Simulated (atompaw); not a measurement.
**Al: one change to a PAW (atompaw) potential, before and after**

Al (Z = 13), PAW, made with atompaw 4.2.0.5 (LDA (PW92), non-relativistic). Core [Ne], reference 3s2 3p1. Waves: 3s (bound): rc 1.65 bohr; 3s channel at 0.45 Ry: rc 1.65 bohr; 3p (bound): rc 2.85 bohr; 3p channel at 0.8 Ry: rc 2.85 bohr. Local part: bessel scheme, radius 2.20 bohr. Core correction: smooth core density matched at 1.55 bohr. Augmentation charge: besselshape compensation charge, radius 2.15 bohr; PAW radius 2.85 bohr; waves and projectors: custom polynom vanderbiltortho.

Change: all radii scaled by about 1.16 (s 1.92, p 3.30 bohr); local potential bessel scheme, radius 2.56 bohr; augmentation besselshape compensation charge, radius 2.50 bohr; PAW radius 3.30 bohr; waves and projectors: custom polynom vanderbiltortho; core correction smooth core density matched at 1.80 bohr.

Cutoffs: the cutoffs (Ry, on a coarse ladder) from which the occupation-weighted sum of valence levels, in a spherical-Bessel basis at the reference potential, stays within 10 and 1 mRy of its value at 400 Ry; they do not see the model core or the augmentation charge, which bear on the density cutoff.

What does the change do?

The potential gets softer (15 Ry and 21 Ry → 10 Ry and 15 Ry); neither file shows a bound ghost. A larger radius leaves more room for a smooth pseudo-wave, so fewer plane waves are needed.

```tsv
quantity	base	changed
cutoff, loose	15 Ry	10 Ry
cutoff, tight	21 Ry	15 Ry
loose cutoff by channel (10 mRy a level)	s 12 Ry, p 6 Ry	s 10 Ry, p 6 Ry
bound ghosts	none	none
lowest overlap eigenvalue by channel	s 0.42, p 0.95	s 0.42, p 0.97
```

 The cutoffs see the waves, projectors and local potential, not the compensation charge or the core.
